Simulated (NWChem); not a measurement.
Everything below was run with NWChem. System: Sb (+1), charge 1, spin multiplicity 3. Its SCF solution wasn't tested for a lower state. Level: UPBE/def2-TZVP with def2 effective core potentials on Sb.

Input file:

```
start mol
memory heap 200 mb stack 900 mb global 1100 mb
charge 1
geometry units angstroms nocenter noautoz
  Sb     0.000000     0.000000     0.000000
  symmetry group D2h
end
basis spherical
  * library def2-tzvp
end
ecp
  Sb library def2-ecp
end
dft
  xc xpbe96 cpbe96
  odft
  mult 3
  semidirect memsize 60000000 filesize 0
  iterations 100
end
task dft energy
```

Part of the output:

```
             Northwest Computational Chemistry Package (NWChem) 7.3.0
             --------------------------------------------------------

                                NWChem Input Module
                                -------------------

 Scaling coordinates for geometry "geometry" by  1.889725989
 (inverse scale =  0.529177249)

                             Geometry "geometry" -> ""
                             -------------------------

 Output coordinates in angstroms (scale by  1.889725989 to convert to a.u.)

  No.       Tag          Charge          X              Y              Z
 ---- ---------------- ---------- -------------- -------------- --------------
    1 Sb                  51.0000     0.00000000     0.00000000     0.00000000

 Effective nuclear repulsion energy (a.u.)       0.0000000000

            Nuclear Dipole moment (a.u.)
            ----------------------------
        X                 Y               Z
 ---------------- ---------------- ----------------
     0.0000000000     0.0000000000     0.0000000000

      Symmetry information
      --------------------

 Group name             D2h
 Group number             26
 Group order               8
 No. of unique centers     1

      Symmetry unique atoms

     1


 Summary of "ao basis" -> "" (spherical)
 ------------------------------------------------------------------------------
       Tag                 Description            Shells   Functions and Types
 ---------------- ------------------------------  ------  ---------------------
 *                         def2-tzvp                  on all atoms

 Summary of "ao basis" -> "ao basis" (spherical)
 ------------------------------------------------------------------------------
       Tag                 Description            Shells   Functions and Types
 ---------------- ------------------------------  ------  ---------------------
 Sb                        def2-tzvp                16       50   6s5p3d2f

 Summary of "ao basis" -> "ao basis" (spherical)
 ------------------------------------------------------------------------------
       Tag                 Description            Shells   Functions and Types
 ---------------- ------------------------------  ------  ---------------------
 Sb                        def2-tzvp                16       50   6s5p3d2f

      Symmetry analysis of basis
      --------------------------

        ag         12
        au          2
        b1g         3
        b1u         9
        b2g         3
        b2u         9
        b3g         3
        b3u         9

            General Information
            -------------------
          SCF calculation type: DFT
          Wavefunction type:  spin polarized.
          No. of atoms     :     1
          No. of electrons :    22
           Alpha electrons :    12
            Beta electrons :    10
          Charge           :     1
          Spin multiplicity:     3
          Use of symmetry is: on ; symmetry adaption is: on
          Maximum number of iterations: 100
          AO basis - number of functions:    50
                     number of shells:    16
          Convergence on energy requested:  1.00D-06
          Convergence on density requested:  1.00D-05
          Convergence on gradient requested:  5.00D-04

              XC Information
              --------------
          PerdewBurkeErnzerhof Exchange Functional  1.000
            Perdew 1991 LDA Correlation Functional  1.000 local
           PerdewBurkeErnz. Correlation Functional  1.000 non-local
[...]
              MO Center=  1.3D-16,  8.2D-17,  1.7D-15, r^2= 2.3D+00
   Bfn.  Coefficient  Atom+Function         Bfn.  Coefficient  Atom+Function
  ----- ------------  ---------------      ----- ------------  ---------------
    18      0.595632  1 Sb pz                12     -0.444365  1 Sb pz
    15      0.438545  1 Sb pz                21      0.136077  1 Sb pz
     9     -0.070246  1 Sb pz

 Vector   12  Occ=1.000000D+00  E=-4.614203D-01  Symmetry=b3u
              MO Center= -3.2D-15,  5.2D-16, -1.4D-15, r^2= 2.3D+00
   Bfn.  Coefficient  Atom+Function         Bfn.  Coefficient  Atom+Function
  ----- ------------  ---------------      ----- ------------  ---------------
    16      0.595641  1 Sb px                10     -0.444366  1 Sb px
    13      0.438545  1 Sb px                19      0.136066  1 Sb px
     7     -0.070246  1 Sb px

 Vector   13  Occ=0.000000D+00  E=-4.599434D-01  Symmetry=b2u
              MO Center=  6.9D-15,  1.6D-14, -1.9D-15, r^2= 2.2D+00
   Bfn.  Coefficient  Atom+Function         Bfn.  Coefficient  Atom+Function
  ----- ------------  ---------------      ----- ------------  ---------------
    17      0.578188  1 Sb py                14      0.454992  1 Sb py
    11     -0.450100  1 Sb py                20      0.141584  1 Sb py
     8     -0.071109  1 Sb py

 Vector   14  Occ=0.000000D+00  E=-9.247095D-02  Symmetry=ag
              MO Center=  1.5D-15, -3.8D-16,  3.0D-18, r^2= 3.4D+00
   Bfn.  Coefficient  Atom+Function         Bfn.  Coefficient  Atom+Function
  ----- ------------  ---------------      ----- ------------  ---------------
    34      0.848425  1 Sb d  0              36     -0.489699  1 Sb d  2
    24     -0.227148  1 Sb d  0              26      0.131107  1 Sb d  2
    29      0.040143  1 Sb d  0

 Vector   15  Occ=0.000000D+00  E=-9.247066D-02  Symmetry=b2g
              MO Center= -1.2D-13, -1.3D-16,  5.7D-14, r^2= 3.4D+00
   Bfn.  Coefficient  Atom+Function         Bfn.  Coefficient  Atom+Function
  ----- ------------  ---------------      ----- ------------  ---------------
    35      0.979607  1 Sb d  1              25     -0.262269  1 Sb d  1
    30      0.046349  1 Sb d  1

                     DFT Final Beta Molecular Orbital Analysis
                     -----------------------------------------

 Vector    8  Occ=1.000000D+00  E=-1.514284D+00  Symmetry=b2g
              MO Center= -6.1D-17, -1.5D-17, -7.3D-17, r^2= 3.4D-01
   Bfn.  Coefficient  Atom+Function         Bfn.  Coefficient  Atom+Function
  ----- ------------  ---------------      ----- ------------  ---------------
    25      0.909224  1 Sb d  1              30      0.154105  1 Sb d  1

 Vector    9  Occ=1.000000D+00  E=-1.514284D+00  Symmetry=ag
              MO Center=  3.7D-15, -1.0D-16, -3.6D-15, r^2= 3.4D-01
   Bfn.  Coefficient  Atom+Function         Bfn.  Coefficient  Atom+Function
  ----- ------------  ---------------      ----- ------------  ---------------
    24      0.787410  1 Sb d  0              26     -0.454615  1 Sb d  2
    29      0.133459  1 Sb d  0              31     -0.077053  1 Sb d  2

 Vector   10  Occ=1.000000D+00  E=-7.293786D-01  Symmetry=ag
              MO Center= -1.8D-16, -3.8D-16, -1.7D-16, r^2= 1.5D+00
   Bfn.  Coefficient  Atom+Function         Bfn.  Coefficient  Atom+Function
  ----- ------------  ---------------      ----- ------------  ---------------
     5      0.936175  1 Sb s                  3     -0.587344  1 Sb s
     2      0.529380  1 Sb s                  4     -0.363311  1 Sb s
     6      0.334886  1 Sb s                  1     -0.261887  1 Sb s
    26      0.026154  1 Sb d  2

 Vector   11  Occ=0.000000D+00  E=-4.301669D-01  Symmetry=b2u
              MO Center= -2.8D-16,  4.5D-15, -2.7D-17, r^2= 2.3D+00
   Bfn.  Coefficient  Atom+Function         Bfn.  Coefficient  Atom+Function
  ----- ------------  ---------------      ----- ------------  ---------------
    17      0.563762  1 Sb py                14      0.461053  1 Sb py
    11     -0.450162  1 Sb py                20      0.153331  1 Sb py
     8     -0.071020  1 Sb py

 Vector   12  Occ=0.000000D+00  E=-3.936645D-01  Symmetry=b3u
              MO Center=  2.8D-16, -7.9D-16, -1.8D-15, r^2= 2.3D+00
   Bfn.  Coefficient  Atom+Function         Bfn.  Coefficient  Atom+Function
  ----- ------------  ---------------      ----- ------------  ---------------
    16      0.552893  1 Sb px                13      0.446550  1 Sb px
    10     -0.440384  1 Sb px                19      0.181634  1 Sb px
     7     -0.069417  1 Sb px

 Vector   13  Occ=0.000000D+00  E=-3.936623D-01  Symmetry=b1u
              MO Center=  3.6D-16,  2.6D-16,  3.9D-16, r^2= 2.3D+00
   Bfn.  Coefficient  Atom+Function         Bfn.  Coefficient  Atom+Function
  ----- ------------  ---------------      ----- ------------  ---------------
    18      0.552894  1 Sb pz                15      0.446551  1 Sb pz
    12     -0.440385  1 Sb pz                21      0.181632  1 Sb pz
     9     -0.069417  1 Sb pz

   alpha - beta orbital overlaps
   -----------------------------

   alpha      1      2      3      4      5      6      7      8      9     10
    beta      1      2      3      4      5      6      7      8      9     10
 overlap   1.000  1.000  1.000  1.000  1.000  1.000  1.000  1.000  1.000  0.999

   alpha     11     12     13     14     15     16     17     18     19     20
    beta     13     12     11     21     20     17     16     15     19     18
 overlap   0.999  0.999  0.999  1.000  1.000  1.000  1.000  0.921  1.000  1.000

   alpha     21     22     23     24     25     26     27     28     29     30
    beta     14     22     27     26     28     29     25     24     23     30
 overlap   1.000  0.921  1.000  1.000  1.000  1.000  1.000  1.000  0.999  1.000

   alpha     31     32     33     34     35     36     37     38     39     40
    beta     32     31     35     34     33     37     36     38     40     39
 overlap   1.000  1.000  1.000  1.000  1.000  1.000  1.000  1.000  1.000  1.000

   alpha     41     42     43     44     45     46     47     48     49     50
    beta     42     41     43     44     45     46     48     47     49     50
 overlap   1.000  1.000  1.000  1.000  1.000  1.000  1.000  1.000  1.000  1.000

     --------------------------
     Expectation value of S2:
     --------------------------
      <S2> =      2.0015 (Exact =     2.0000)

 Task  times  cpu:        1.2s     wall:        1.2s

 Total times  cpu:        1.3s     wall:        1.3s
```
